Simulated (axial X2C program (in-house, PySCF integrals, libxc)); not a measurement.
**Outer orbitals of YN at 1.756 Å, PBE0**

Computed with an axial X2C code built on PySCF integrals. Spin-free means the one-electron spin-free X2C Hamiltonian; two-component (2c) means X2C with spin–orbit coupling and atomic mean-field two-electron Coulomb and Gaunt terms, so the difference of the two also holds small scalar two-electron terms. Basis: Y dyall-cv3z [11s12p9d6f3g], N dyall-av3z [7s7p3d2f] (cores contracted in-house); Gaussian nuclei, density fitting, unrestricted open shells. Masses: Y 88.906 u, N 14.003 u.

The distance is close to the 2c PBE0 minimum; the highest filled and lowest empty levels are listed.

Spin-free orbitals, state M_S = 0, Λ = 0 (closed shell) (Löwdin shares):

| symmetry | occupied | ε (eV) | atomic character |
| --- | --- | --- | --- |
| σα | yes | -28.31 | 85% Y p, 7% N s, 6% N p |
| π-α | yes | -27.72 | 94% Y p, 3% N d, 2% N f |
| π+α | yes | -27.72 | 94% Y p, 3% N d, 2% N f |
| σα | yes | -15.04 | 59% N s, 16% Y d, 11% Y p |
| π-α | yes | -5.04 | 60% N p, 33% Y d, 3% Y f |
| π+α | yes | -5.04 | 60% N p, 33% Y d, 3% Y f |
| σα | yes | -4.31 | 52% N p, 27% Y d, 13% Y p |
| σα | no | -2.16 | 65% Y s, 14% Y p, 7% N p |
| π+α | no | -0.48 | 79% Y p, 15% Y d, 5% N p |
| π-α | no | -0.48 | 79% Y p, 15% Y d, 5% N p |
| σα | no | -0.01 | 61% Y p, 18% Y d, 13% N p |
| δ-α | no | 0.00 | 94% Y d, 4% N d |
| δ+α | no | 0.00 | 94% Y d, 4% N d |

One partner of each degenerate Kramers or spin pair is listed.

Spinors with spin–orbit coupling (state Ω = 0):

| ω | occupied | ε (eV) | atomic character | λ mixture |
| --- | --- | --- | --- | --- |
| 1/2 | yes | -28.85 | 90% Y p, 3% N p, 3% N s | 55% σ, 45% π |
| 1/2 | yes | -27.61 | 89% Y p, 3% N s, 3% N p | 55% π, 45% σ |
| 3/2 | yes | -27.23 | 94% Y p, 3% N d, 2% N f | 100% π |
| 1/2 | yes | -15.03 | 59% N s, 16% Y d, 11% Y p | 100% σ |
| 1/2 | yes | -5.05 | 60% N p, 33% Y d, 3% Y f | 100% π |
| 3/2 | yes | -5.03 | 60% N p, 33% Y d, 3% Y f | 100% π |
| 1/2 | yes | -4.31 | 52% N p, 27% Y d, 13% Y p | 100% σ |
| 1/2 | no | -2.16 | 65% Y s, 14% Y p, 7% N p | 100% σ |
| 1/2 | no | -0.50 | 79% Y p, 16% Y d, 5% N p | 100% π |
| 3/2 | no | -0.46 | 79% Y p, 15% Y d, 5% N p | 100% π |
| 3/2 | no | -0.02 | 94% Y d, 4% N d | 100% δ |

One partner of each degenerate Kramers or spin pair is listed.

Mulliken charges and populations of the two-component result (they depend on the basis, above all on diffuse functions):

Y 1.07 e (s 8.02 p 18.05 d 11.82 f 0.03), N -1.07 e (s 3.93 p 4.08 d 0.06 f 0.01).

Occupations by symmetry block were frozen at the best pattern of an incomplete PBE0 search. PBE0 can misorder states that lie within some tenths of an eV, so this need not be the ground state of the molecule. The nearest other spin-free determinant of the search, M_S = 1, Λ = 0, lies 0.20 eV up at the distance of the search.
